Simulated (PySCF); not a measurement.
Radial density of Sb⁺ (antimony, charge +1)

UHF, [Kr] 4d10 5s2 5p1 6s1, high-spin 3P determinant (an excited configuration). All numbers are calculated (PySCF 2.14, the spin-free X2C one-electron Hamiltonian (Gaussian nucleus), in x2c-TZVPPall with one added diffuse shell each of s, p, d, f type (9s7p5d3f, 76 functions)).

| r (bohr) | 4πr²ρ (e/bohr) | 4πr²(ρα − ρβ) |
| --- | --- | --- |
| 0.0260 | 62.89 | 0.0057 |
| 0.0437 | 57.69 | 0.0147 |
| 0.0736 | 80.86 | 0.0190 |
| 0.124 | 70.81 | -0.0073 |
| 0.208 | 64.42 | 0.0288 |
| 0.350 | 51.63 | 0.0047 |
| 0.589 | 21.89 | 0.0874 |
| 0.991 | 19.29 | -0.0220 |
| 1.67 | 4.316 | 0.4281 |
| 2.80 | 1.037 | 0.3986 |
| 4.71 | 0.3375 | 0.3192 |
| 7.93 | 0.05794 | 0.0579 |
| 13.3 | 2.004e-05 | 0.0000 |

Densities and radii are taken from the X2C orbitals without a picture-change correction, which distorts them close to the nucleus.

The outer electron is Rydberg-like, and this basis confines it to a smaller radius and binds it less than a complete one would.

Problem. Where is the radial spin density 4πr²(ρα − ρβ) most negative, and why is it negative at all?

Solution. Around r = 0.991 bohr, down to -0.0220 e/bohr: exchange with the open shell polarises the paired shells in an unrestricted calculation.
